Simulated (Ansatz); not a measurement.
`C[NH][In]([CH3])[Cl]` and `[CH3][InH][Cl]` differ in one atom or group.

Ansatz, PBE0-D4/def2-TZVP geometries, multiplicity 1. Each molecule was computed in one conformer, which needn't be the lowest.

Elements past krypton have def2 core potentials.

```
                                        property  `C[NH][In]([CH3])[Cl]`
               HOMO energy (PBE/def2-TZVPP) / eV                   -5.29
            HOMO–LUMO gap (PBE0/def2-TZVPP) / eV                    5.81
           HOMO–LUMO gap (B3LYP/def2-TZVPP) / eV                    5.29
           HOMO energy (ωB97M-V/def2-TZVPP) / eV                   -8.89
size of the dipole moment (B3LYP/def2-TZVPP) / D                    3.43
              LUMO energy (PBE0/def2-TZVPP) / eV                   -0.75
```

**Question.** What does the change do to each property? (Best estimate.)

**Answer.** Computed: 
```csv
property,`[CH3][InH][Cl]`,shift
HOMO energy (PBE/def2-TZVPP) / eV,-6.60,-1.31
HOMO–LUMO gap (PBE0/def2-TZVPP) / eV,6.28,0.47
HOMO–LUMO gap (B3LYP/def2-TZVPP) / eV,5.75,0.46
HOMO energy (ωB97M-V/def2-TZVPP) / eV,-10.06,-1.17
size of the dipole moment (B3LYP/def2-TZVPP) / D,3.38,-0.05
LUMO energy (PBE0/def2-TZVPP) / eV,-1.59,-0.84
```

With PBE0 the HOMO falls by 1.31 eV and the LUMO falls by 0.84 eV, so the gap widens by about 0.47 eV. PBE moves the HOMO by -1.31 eV and ωB97M-V by -1.17 eV. Dipoles are sizes alone; their direction can turn.

B3LYP here is the variant with VWN-RPA as its local correlation; programs differ in this.
